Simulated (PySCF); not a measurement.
A GIAO shielding run with PySCF 2.14 (density fitting, non-relativistic, gas phase) on `InChI=1S/C3H17NSi4/c1-6-3-8(4-5)7-2/h4,8H,3,6-7H2,1-2,5H3/t8-/m0/s1`:

```
$ OMP_NUM_THREADS=1 python probes_run.py task.json out

{"job": {"kind": "nmr", "xc": "PBE0", "basis": "pcSseg-1"}, "charge": 0, "multiplicity": 1}
C      4.069143     0.266201     0.045948
Si     2.338562    -0.517150     0.011825
C      1.144397     0.620034    -0.928906
Si    -0.712538     0.234222    -0.728162
N     -0.886644    -1.451545    -1.121702
Si    -2.260577    -2.488296    -0.982842
Si    -1.514725     0.683032     1.393934
C     -2.412014     2.362419     1.434105
H      4.457072     0.430658    -0.955584
H      4.774811    -0.372350     0.568634
H      4.058226     1.226281     0.554431
H      1.878857    -0.733138     1.390757
H      2.436550    -1.824166    -0.662144
H      1.308193     1.650885    -0.614396
H      1.400520     0.590785    -1.988626
H     -1.423665     0.979874    -1.796697
H     -0.035778    -1.915833    -1.391532
H     -2.102708    -3.544335    -1.985101
H     -3.443806    -1.668823    -1.238411
H     -2.341802    -3.080438     0.358215
H     -2.477971    -0.315719     1.888671
H     -0.466949     0.755398     2.431400
H     -1.754322     3.172384     1.130905
H     -3.267497     2.368848     0.764249
H     -2.776270     2.594918     2.430160
```

Hardware: 1 thread of an Arm Neoverse N1, shared host. The job also computes population analyses, field gradients.

**Question.** How large is the calculation?

**Answer.** 98 electrons, 249 basis functions and 1383 auxiliary functions.

**Question.** How long does it take, and how much memory does it need?

**Answer.** 2.3 min of wall time, with 13 SCF cycles and 4 response iterations; peak memory 1.2 GiB. Times on a shared host scatter by some tens of per cent.
